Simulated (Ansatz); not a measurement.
Consider the ligand exchange at the Si–Br bond: `O=C[SiH2]Br` + H–F → `O=C[SiH2]F` + HBr.

Isolated molecules relaxed with PBE0-D4/def2-TZVP in Ansatz; ΔE leaves out vibrations. CCSD(T)/CBS is the MP2 limit (def2-TZVPP, def2-QZVPP) plus CCSD(T) − MP2 in def2-TZVPP, frozen cores. This one scheme is used for every species. Functionals use def2-TZVPP. B3LYP here is the variant with VWN-RPA as its local correlation; programs differ in this. HSE06 is defined as in plane-wave codes. For Br outer-core shells are correlated without core-valence functions, which leaves a few kJ/mol of doubt a bond. Scalar relativity is left out up to krypton. One conformer a species, not always the lowest.

`O=C[SiH2]Br`:

Cartesian coordinates in Å:
```
O 0.044 0.072 2.095
C -0.070 -0.525 1.056
Si 0.068 0.457 -0.596
Br -0.224 -0.935 -2.297
H -0.251 -1.624 1.048
H 1.418 1.060 -0.682
H -0.985 1.496 -0.623
```

H–F:

```xyz
2

F    -0.027    0.305    0.343
H     0.027   -0.305   -0.343
```

`O=C[SiH2]F`:

```xyz
7

O    -0.818   -0.498   -1.773
C    -0.437   -0.814   -0.673
Si    0.295    0.555    0.452
F     0.735   -0.077    1.855
H    -0.515   -1.875   -0.338
H     1.486    1.129   -0.214
H    -0.746    1.580    0.689
```

HBr:

Z-matrix (Å, degrees):
```
Br
H 1 1.420
```

```csv
level,ΔE (kJ/mol),difference from CCSD(T)/CBS
LDA (SPW92),-30.7,0.9
PBE-D4,-26.3,5.3
revPBE-D4,-24.1,7.5
r2SCAN-D4,-35.9,-4.3
B97M-V,-43.6,-12.0
PBE0-D4,-26.1,5.5
B3LYP-D4,-39.2,-7.6
r2SCANh-D4,-34.8,-3.2
r2SCAN0-D4,-33.3,-1.7
HSE06-D4,-25.5,6.1
BHLYP-D4,-40.6,-9.0
CAM-B3LYP-D4,-46.4,-14.8
ωB97X-V,-38.7,-7.1
PBE-QIDH,-29.9,1.7
revPBE,-30.0,1.6
BLYP,-47.0,-15.4
r2SCAN,-36.7,-5.1
PBE0,-29.4,2.2
B3LYP,-45.4,-13.8
r2SCANh,-35.8,-4.2
r2SCAN0,-34.4,-2.8
HSE06,-28.8,2.8
BHLYP,-47.2,-15.6
CAM-B3LYP,-50.1,-18.5
LC-ωPBE,-37.6,-6.0
RPA@PBE/def2-TZVPP,-42.5,-10.9
HF/def2-SVP,-45.4,-13.8
MP2/def2-SVP,-36.4,-4.8
CCSD/def2-SVP,-41.9,-10.3
CCSD(T)/def2-SVP,-40.5,-8.9
HF/def2-TZVPP,-50.8,-19.2
MP2/def2-TZVPP,-31.9,-0.3
SCS-MP2/def2-TZVPP,-39.4,-7.8
CCSD(T)/def2-TZVPP,-37.6,-6.0
HF/def2-QZVPP,-52.8,-21.2
MP2/def2-QZVPP,-29.2,2.4
SCS-MP2/def2-QZVPP,-36.9,-5.3
HF/CBS(def2),-53.1,-21.5
MP2/CBS(def2),-25.9,5.7
CCSD/CBS(def2),-34.4,-2.8
CCSD(T)/CBS,-31.6,0
```

Q: What do rigid-rotor, harmonic-oscillator terms from PBE0-D4/def2-TZVP frequencies (298.15 K, 1 bar) make of the CCSD(T)/CBS value? (Estimate.)

A: Computed: ΔZPE = -4.4 kJ/mol, ΔH = -37.3 kJ/mol, ΔS = -3 J/(mol·K), ΔG = -36.5 kJ/mol. Modes under 50 cm⁻¹ make the entropy rough.

Largest T1 diagnostic among the species: 0.014.

The D4 term adds +6.2 kJ/mol with B3LYP and +3.3 kJ/mol with PBE0; it sums over pairs of atoms, weighted by their polarisabilities, and B3LYP, whose exchange is more repulsive, gets the larger term. At CCSD(T), def2-SVP lies −8.9 kJ/mol from the extrapolated value and def2-TZVPP −6.0 kJ/mol. In def2-TZVPP, CCSD(T) changes the Hartree–Fock value by +13.2 kJ/mol (the triples alone add +2.8 kJ/mol) and MP2 by +18.9 kJ/mol.
